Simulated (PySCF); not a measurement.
Species: C₃H₈OSi.
Geometry (PBE0-D3(BJ)/def2-SVP, Å), atoms numbered from 1 in this order:
```xyz
13
C3H8OSi angstrom
O      2.1768    0.9083    0.6812
Si     1.2570   -0.4450    0.3477
C     -0.3440   -0.0820   -0.5262
C     -1.5372    0.4078    0.2574
C     -1.5282   -0.9880   -0.2665
H      2.5925    1.3427   -0.0683
H      0.9198   -1.0364    1.6744
H      2.0556   -1.4194   -0.4658
H     -0.2676    0.2958   -1.5529
H     -2.1951    1.1367   -0.2237
H     -1.4240    0.5591    1.3358
H     -1.4102   -1.8089    0.4486
H     -2.1755   -1.2307   -1.1135
```

Method: PBE0-D3(BJ)/def2-SVP geometry optimisation, gas phase in PySCF 2.14.0.

Masses are those of the commonest isotopes; rigid-rotor values at the optimised geometry. The values belong to one conformer with, in the numbering `[OH:1][SiH2:2][CH:3]1[CH2:4][CH2:5]1`, H–O1–Si2–C3 -71°, O1–Si2–C3–C4 -80°.

Task: Give the principal moments of inertia and the rotational constants in GHz.

Result: Ia = 52.27, Ib = 222.57, Ic = 246.26 u·Å²; 505379 MHz·u·Å²/I gives 9669, 2271 and 2052 MHz, that is A = 9.6688, B = 2.2707, C = 2.0522 GHz.

Task: Classify the top.

Result: A near-prolate asymmetric top; Ray's κ = -0.943.

Task: What does the inertial defect say?

Result: Not planar: Δ = Ic − Ia − Ib = -28.58 u·Å². For a rigid frame Δ = −2 Σ m c², so Σ m c² = 14.29 u·Å² lies off the ab plane: 9.20 from hydrogen and 5.09 from heavier atoms. The atom farthest from that plane is 1.65 Å away.

Task: Give the other two planar moments, Paa and Pbb, and the rms extents of the mass along the axes.

Result: Paa = Σ m a² = (Ib + Ic − Ia)/2 = 208.28 and Pbb = Σ m b² = (Ia + Ic − Ib)/2 = 37.98 u·Å². With the mass M = 88.03 u, the rms extents √(P/M) along a, b and c are 1.54, 0.66, 0.40 Å.

Task: Which types of transition are allowed, and where do some lines up to J = 4 fall?

Result: The dipole components are |μa| = 0.71 D, |μb| = 0.19 D, |μc| = 1.66 D. Intensities carry the squares of the components, which stand as 0.19 : 0.01 : 1.00 (a : b : c). Some lines, for components of 0.1 D or more:

```tsv
type	branch	J(Ka,Kc)	MHz	lower level (cm⁻¹)
b	R	2(0,2) ← 1(1,1)	1243	0.391
a	R	1(0,1) ← 0(0,0)	4323	0.000
b	Q	2(1,1) ← 2(0,2)	7840	0.432
c	R	1(1,0) ← 0(0,0)	11939	0.000
a	R	3(1,3) ← 2(1,2)	12638	0.672
a	R	4(0,4) ← 3(0,3)	17244	0.864
a	R	4(3,1) ← 3(3,0)	17301	3.119
a	R	4(2,2) ← 3(2,1)	17335	1.868
b	Q	3(2,1) ← 3(1,2)	21894	1.137
b	Q	3(2,2) ← 3(1,3)	23180	1.094
b	R	4(1,4) ← 3(0,3)	23718	0.864
c	R	2(2,0) ← 1(1,0)	31064	0.398
b	R	2(2,0) ← 1(1,1)	31282	0.391
c	R	3(2,1) ← 2(1,1)	35187	0.694
b	Q	4(3,2) ← 4(2,3)	37553	2.444
b	R	4(2,3) ← 3(1,2)	39158	1.137
b	R	4(2,2) ← 3(1,3)	40540	1.094
b	R	3(3,1) ← 2(2,0)	50504	1.434
b	Q	4(4,1) ← 4(3,2)	52543	3.696
b	R	4(3,2) ← 3(2,1)	54817	1.868
c	R	4(3,2) ← 3(2,2)	54841	1.867
c	R	4(4,1) ← 3(3,1)	69844	3.119
```

Task: Estimate the classical rotational partition function at 50 K, 100 K and 200 K.

Result: Point group C1, symmetry number σ = 1; q = (√π/σ)·√((kT/h)³/(ABC)), k/h = 20836.6 MHz/K: 8880 at 50 K, 25100 at 100 K, 71000 at 200 K.

No frequency check. No vibrational averaging or centrifugal distortion is included, and the geometry carries the error of its method.
